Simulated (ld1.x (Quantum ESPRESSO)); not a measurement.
## u(r) = r·R(r): atom against pseudo-atom (S (Z = 16))

Columns: radius, all-electron u(r) and pseudo u(r) of the 3p shell (level -9.41 eV) of sulfur in the configuration [Ne] 3s2 3p3.75; LDA (PZ), non-relativistic, TM semilocal scheme, ld1.x (Quantum ESPRESSO) 7.5.

```tsv
r (bohr)	all-electron	pseudo
0.090	0.1455	-0.0062
0.180	0.2981	-0.0246
0.270	0.3415	-0.0546
0.360	0.2934	-0.0955
0.450	0.1900	-0.1458
0.540	0.0603	-0.2042
0.630	-0.0760	-0.2685
0.720	-0.2069	-0.3368
0.810	-0.3256	-0.4063
0.900	-0.4289	-0.4744
0.990	-0.5157	-0.5384
1.080	-0.5861	-0.5957
1.170	-0.6411	-0.6442
1.260	-0.6822	-0.6827
1.350	-0.7108	-0.7107
1.440	-0.7286	-0.7285
1.530	-0.7372	-0.7372
1.620	-0.7381	-0.7381
1.710	-0.7326	-0.7326
1.800	-0.7219	-0.7219
1.890	-0.7070	-0.7070
1.980	-0.6889	-0.6889
2.070	-0.6684	-0.6684
2.160	-0.6459	-0.6459
2.250	-0.6222	-0.6222
2.340	-0.5976	-0.5976
```

(1) How many radial nodes do the two functions have?

(2) Is the pseudo-wave norm-conserving?

## Answers

(1) The all-electron 3p function has n − l − 1 = 1; the pseudo-wave has 0, since the states of the same l below it are removed with the core.

(2) Yes: the TM semilocal scheme keeps the norm inside the radius equal to the all-electron one, which fixes the energy derivative of the logarithmic derivative at the level.
